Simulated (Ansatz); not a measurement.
`[BH2][InH][CH2]F`, charge 0, multiplicity 1.

**Question.** Give a relaxed structure at PBE0-D4/def2-TZVP (Ansatz). (Best estimate.)

**Answer.** The calculation gave: 
Z-matrix (Å, degrees):
```
C
In 1 2.188
F 1 1.393 2 112.4
H 1 1.095 2 110.5 3 -120.6
H 1 1.095 2 110.5 3 120.7
B 2 2.230 1 122.9 3 -0.1
H 2 1.736 1 111.5 3 179.9
H 6 1.197 2 121.7 1 89.8
H 6 1.197 2 121.7 1 -89.8
```
Point group Cs.
This is one stationary point; other conformers may exist.
